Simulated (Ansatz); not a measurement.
**Molecular dynamics of C4H15ClN2Si2**

input.yaml

```yaml
crystal:
  periodic: [false, false, false]
  atoms:
    - { symbol: Si, position_ang: [0.049571, -0.017505, -0.196858] }
    - { symbol: Cl, position_ang: [-0.086699, 0.104803, 1.94954] }
    - { symbol: Si, position_ang: [2.236478, 0.046515, -0.835024] }
    - { symbol: H, position_ang: [2.862706, -1.224468, -0.557269] }
    - { symbol: H, position_ang: [2.346435, 0.317545, -2.250442] }
    - { symbol: H, position_ang: [2.94098, 1.079816, -0.11283] }
    - { symbol: "N", position_ang: [-0.815997, 1.344612, -0.902201] }
    - { symbol: C, position_ang: [-2.299465, 1.423162, -0.698736] }
    - { symbol: H, position_ang: [-2.750694, 0.43374, -0.883955] }
    - { symbol: H, position_ang: [-2.584569, 1.751394, 0.324121] }
    - { symbol: H, position_ang: [-2.732722, 2.142667, -1.418446] }
    - { symbol: C, position_ang: [-0.194461, 2.703874, -0.783109] }
    - { symbol: H, position_ang: [-0.666971, 3.39074, -1.509744] }
    - { symbol: H, position_ang: [-0.305888, 3.151598, 0.228001] }
    - { symbol: H, position_ang: [0.883087, 2.646384, -1.016198] }
    - { symbol: "N", position_ang: [-0.699188, -1.545847, -0.576891] }
    - { symbol: C, position_ang: [-1.894274, -2.064868, 0.141603] }
    - { symbol: H, position_ang: [-1.925351, -1.629156, 1.155827] }
    - { symbol: H, position_ang: [-2.851352, -1.831398, -0.374138] }
    - { symbol: H, position_ang: [-1.830158, -3.166769, 0.237946] }
    - { symbol: C, position_ang: [-0.527642, -2.139324, -1.930804] }
    - { symbol: H, position_ang: [-1.315275, -1.824356, -2.651125] }
    - { symbol: H, position_ang: [0.450822, -1.84832, -2.353989] }
    - { symbol: H, position_ang: [-0.557274, -3.244939, -1.86798] }
basis:
  gaussian: { orbitals: STO-3G }
hamiltonian:
  xc: b3lyp
md:
  timestep: 2.0
  n_steps: 40
  ensemble: nve
  temperature: 300.0
  initial_velocities: maxwell_boltzmann
  seed: 65215
```

Run as:

```bash
$ ansatz run input.yaml --threads 1 --pin off --max-ram 2048MiB --backend cpu --events-out ev --progress --plain --runs-dir out
```

It starts from a relaxed structure.

Output, in part (one step line in 2, the closing report, with atoms numbered from 0):

```
md step     0: t =     0.00 fs  T =   300.0 K  F+E_penalty+E_count = -35243.99683662 eV  E_kin = 0.853116 eV  conserved = -35243.14372063 eV  (22 SCF iters)
md step     2: t =     4.00 fs  T =   198.8 K  F+E_penalty+E_count = -35243.66963611 eV  E_kin = 0.565427 eV  conserved = -35243.10420942 eV  (25 SCF iters)
md step     4: t =     8.00 fs  T =   169.2 K  F+E_penalty+E_count = -35243.56431042 eV  E_kin = 0.481086 eV  conserved = -35243.08322474 eV  (26 SCF iters)
md step     6: t =    12.00 fs  T =   152.6 K  F+E_penalty+E_count = -35243.49770548 eV  E_kin = 0.433889 eV  conserved = -35243.06381638 eV  (25 SCF iters)
md step     8: t =    16.00 fs  T =   107.1 K  F+E_penalty+E_count = -35243.33650247 eV  E_kin = 0.304533 eV  conserved = -35243.03196918 eV  (26 SCF iters)
md step    10: t =    20.00 fs  T =   128.3 K  F+E_penalty+E_count = -35243.40690544 eV  E_kin = 0.364936 eV  conserved = -35243.04196913 eV  (27 SCF iters)
md step    12: t =    24.00 fs  T =   106.0 K  F+E_penalty+E_count = -35243.36190837 eV  E_kin = 0.301316 eV  conserved = -35243.06059198 eV  (27 SCF iters)
md step    14: t =    28.00 fs  T =   167.6 K  F+E_penalty+E_count = -35243.57755013 eV  E_kin = 0.476520 eV  conserved = -35243.10103037 eV  (27 SCF iters)
md step    16: t =    32.00 fs  T =   130.1 K  F+E_penalty+E_count = -35243.47530093 eV  E_kin = 0.369991 eV  conserved = -35243.10530956 eV  (24 SCF iters)
md step    18: t =    36.00 fs  T =   113.2 K  F+E_penalty+E_count = -35243.43413014 eV  E_kin = 0.321904 eV  conserved = -35243.11222654 eV  (28 SCF iters)
md step    20: t =    40.00 fs  T =   175.4 K  F+E_penalty+E_count = -35243.61581778 eV  E_kin = 0.498873 eV  conserved = -35243.11694464 eV  (27 SCF iters)
md step    22: t =    44.00 fs  T =   141.3 K  F+E_penalty+E_count = -35243.47731960 eV  E_kin = 0.401862 eV  conserved = -35243.07545738 eV  (25 SCF iters)
md step    24: t =    48.00 fs  T =   168.5 K  F+E_penalty+E_count = -35243.54719359 eV  E_kin = 0.479221 eV  conserved = -35243.06797218 eV  (26 SCF iters)
md step    26: t =    52.00 fs  T =   135.4 K  F+E_penalty+E_count = -35243.43116272 eV  E_kin = 0.385105 eV  conserved = -35243.04605773 eV  (25 SCF iters)
md step    28: t =    56.00 fs  T =   138.1 K  F+E_penalty+E_count = -35243.43524162 eV  E_kin = 0.392720 eV  conserved = -35243.04252206 eV  (25 SCF iters)
md step    30: t =    60.00 fs  T =   165.4 K  F+E_penalty+E_count = -35243.53957655 eV  E_kin = 0.470460 eV  conserved = -35243.06911611 eV  (25 SCF iters)
md step    32: t =    64.00 fs  T =   145.2 K  F+E_penalty+E_count = -35243.50309651 eV  E_kin = 0.412885 eV  conserved = -35243.09021158 eV  (25 SCF iters)
md step    34: t =    68.00 fs  T =   182.6 K  F+E_penalty+E_count = -35243.62995999 eV  E_kin = 0.519373 eV  conserved = -35243.11058688 eV  (25 SCF iters)
md step    36: t =    72.00 fs  T =   163.6 K  F+E_penalty+E_count = -35243.57091081 eV  E_kin = 0.465215 eV  conserved = -35243.10569629 eV  (24 SCF iters)
md step    38: t =    76.00 fs  T =   144.3 K  F+E_penalty+E_count = -35243.50712215 eV  E_kin = 0.410347 eV  conserved = -35243.09677501 eV  (25 SCF iters)
md step    40: t =    80.00 fs  T =   135.6 K  F+E_penalty+E_count = -35243.45654197 eV  E_kin = 0.385671 eV  conserved = -35243.07087137 eV  (24 SCF iters)
Total energy: -35243.45682528 eV, -1295.1731494558 hartree
Atom 0 at     0.014219    -0.074953    -0.174145 Å, force     0.728464     2.510919    -0.309631 eV/Å
Atom 1 at    -0.089413     0.075324     1.913565 Å, force    -0.080627    -0.188470     1.273858 eV/Å
Atom 2 at     2.228948     0.117329    -0.772891 Å, force    -0.521702     0.486531    -0.843128 eV/Å
Atom 3 at     2.816779    -1.157006    -0.634305 Å, force     0.550582    -0.768451     0.534297 eV/Å
Atom 4 at     2.339324     0.319336    -2.218513 Å, force    -0.068602     0.354792     0.471977 eV/Å
Atom 5 at     2.952301     1.155077    -0.032366 Å, force    -0.285414    -0.434419    -0.264137 eV/Å
Atom 6 at    -0.849863     1.348321    -0.759293 Å, force     0.458597    -0.316702    -0.706069 eV/Å
Atom 7 at    -2.324644     1.533613    -0.560281 Å, force     0.312999     0.239356    -1.401855 eV/Å
Atom 8 at    -2.834829     0.555725    -0.691001 Å, force     0.073602     0.194892     0.199352 eV/Å
Atom 9 at    -2.592926     1.959815     0.420068 Å, force    -0.104795     0.128806     0.303533 eV/Å
Atom 10 at    -2.707088     2.220683    -1.374543 Å, force     0.179100    -0.488919     0.789549 eV/Å
Atom 11 at    -0.087047     2.606083    -1.087424 Å, force    -0.767445     0.315261     2.229670 eV/Å
Atom 12 at    -0.632178     3.224186    -1.807899 Å, force    -0.188478     0.013919    -0.575448 eV/Å
Atom 13 at     0.008218     3.260616    -0.153979 Å, force     0.230358    -0.543621    -0.936151 eV/Å
Atom 14 at     0.919778     2.376291    -1.463290 Å, force     0.078978    -0.029388    -0.116301 eV/Å
Atom 15 at    -0.716743    -1.547232    -0.566777 Å, force    -0.685057    -0.777680    -0.374149 eV/Å
Atom 16 at    -1.887036    -2.136666     0.114379 Å, force     1.462227    -1.846831     1.470359 eV/Å
Atom 17 at    -1.916309    -1.704886     1.160881 Å, force    -0.365027    -0.571097    -0.964081 eV/Å
Atom 18 at    -2.813416    -2.017312    -0.426050 Å, force    -1.213903     0.664116    -0.437270 eV/Å
Atom 19 at    -1.739379    -3.282282     0.154246 Å, force    -0.135654     1.546644     0.342471 eV/Å
Atom 20 at    -0.495919    -2.041681    -1.933129 Å, force    -0.116781    -1.595730    -0.624514 eV/Å
Atom 21 at    -1.194903    -1.638094    -2.712369 Å, force     0.218100     0.070210     0.313733 eV/Å
Atom 22 at     0.543636    -1.775222    -2.205215 Å, force    -0.131937    -0.261077    -0.415324 eV/Å
Atom 23 at    -0.624585    -3.179210    -1.962608 Å, force     0.372414     1.296939     0.039260 eV/Å
Dipole moment:    -0.035193     0.010735    -0.622485 e Å
```

The run went to its last step. The conserved energy stayed within 4.7 meV per atom of its start (net change 3 meV per atom), so there is no drift, though single steps change it by up to 108 meV in the whole system, a sign of fast motions only just resolved. Over the second half the temperature averaged 0.51 of the 300 K drawn at the start: a run that starts near a minimum puts about half its kinetic energy into the potential. A step of 2 fs is long for free X–H stretches (periods near 10 fs) and can bias their spread and the temperature. A run of 0.08 ps of so small a system gives no equilibrium averages. Limits of this set-up: minimal basis.

The same pairs are bonded in the first frame and the last. Pairs count as bonded within 1.25 times the sum of covalent radii (0.12 Å more for H–H).

Last frame:

```xyz
24
Properties=species:S:1:pos:R:3
Si 0.014 -0.075 -0.174
Cl -0.089 0.075 1.914
Si 2.229 0.117 -0.773
H 2.817 -1.157 -0.634
H 2.339 0.319 -2.219
H 2.952 1.155 -0.032
N -0.850 1.348 -0.759
C -2.325 1.534 -0.560
H -2.835 0.556 -0.691
H -2.593 1.960 0.420
H -2.707 2.221 -1.375
C -0.087 2.606 -1.087
H -0.632 3.224 -1.808
H 0.008 3.261 -0.154
H 0.920 2.376 -1.463
N -0.717 -1.547 -0.567
C -1.887 -2.137 0.114
H -1.916 -1.705 1.161
H -2.813 -2.017 -0.426
H -1.739 -3.282 0.154
C -0.496 -2.042 -1.933
H -1.195 -1.638 -2.712
H 0.544 -1.775 -2.205
H -0.625 -3.179 -1.963
```

Time of the run: 15 min on 1 thread of Intel(R) Xeon(R) Processor @ 2.50GHz (Skylake/Cascade Lake) (shared host), peak memory 0.24 GiB.
